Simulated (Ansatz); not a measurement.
FeF₃. Total charge 0; quartet. Geometry PBE0-D4/def2-TZVP; atoms count from 1.

```tsv
atom	x (Å)	y (Å)	z (Å)
Fe1	0.0895	0.1250	-0.0999
F2	-0.1444	1.6242	0.6815
F3	0.7936	-0.7177	-1.4065
F4	-0.7387	-1.0314	0.8249
```

The charge 0 quartet is spin-contaminated (final ⟨S²⟩ up to 3.92, 3.75 for a pure state). At PBE0-D4/def2-TZVP a sextet of charge 0 lies 0.99 eV below the quartet, each at its own geometry.

Question: Estimate the Mulliken populations from the PBE0/def2-TZVP orbitals of Ansatz.

Answer: 
| atom | charge (e) | spin (α − β) | d electrons |
| --- | --- | --- | --- |
| Fe1 | 1.32 | 2.81 | 6.10 |
| F2 | -0.46 | 0.10 | – |
| F3 | -0.46 | 0.10 | – |
| F4 | -0.41 | -0.01 | – |
Mulliken values depend strongly on the basis.

Question: Where does the spin sit?

Answer: Summed by element: Fe 2.81, F 0.19, of 3 unpaired in all. Largest on single atoms: Fe1 2.81, F2 0.10, F3 0.10.

Question: And the Mayer bond orders between heavy atoms (over 0.3)?

Answer: Fe1–F2 0.87 (1.71 Å); Fe1–F3 0.87 (1.71 Å); Fe1–F4 0.93 (1.70 Å).
